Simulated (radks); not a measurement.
Values are calculated unless marked as measured or tabulated.
The mean radii <r> (bohr) of the occupied orbitals of an atom or ion are listed with their occupations. Code: a radial shooting solver on a logarithmic mesh with Libxc functionals. Model: scalar-relativistic Kohn-Sham, PBE, spin-polarised, spherical densities, finite nucleus; Fermi nuclear charge, rms radius of each element as measured or else 0.836 A^(1/3) + 0.57 fm.

| orbital | occ. | <r> |
|---|---|---|
| 1s down | 1 | 0.01966 |
| 1s up | 1 | 0.01966 |
| 2s up | 1 | 0.08335 |
| 2s down | 1 | 0.08335 |
| 2p up | 3 | 0.07415 |
| 2p down | 3 | 0.07415 |
| 3s up | 1 | 0.2168 |
| 3s down | 1 | 0.2167 |
| 3p up | 3 | 0.2163 |
| 3p down | 3 | 0.2162 |
| 3d up | 5 | 0.1962 |
| 3d down | 5 | 0.1961 |
| 4s up | 1 | 0.4870 |
| 4s down | 1 | 0.4871 |
| 4p up | 3 | 0.5167 |
| 4p down | 3 | 0.5168 |
| 4d up | 5 | 0.5563 |
| 4d down | 5 | 0.5567 |
| 5s up | 1 | 1.160 |
| 5s down | 1 | 1.165 |
| 5p up | 3 | 1.339 |
| 5p down | 3 | 1.345 |
| 4f up | 7 | 0.6939 |
| 4f down | 5 | 0.7002 |

Name the element and its charge. Open shells, if any, are filled with parallel spins first.

Answer. Z = 70, ytterbium, charge +4: Yb4+ in [Xe] 4f12. The 1s radius gives Z: for a bare nucleus <r> = (2 gamma + 1)/(2Z) with gamma = sqrt(1 - (Z/c)^2), 0.01942 bohr for Z = 70, and screening makes it slightly larger (0.01966 here). The occupations add up to 66, and the charge is Z minus that.
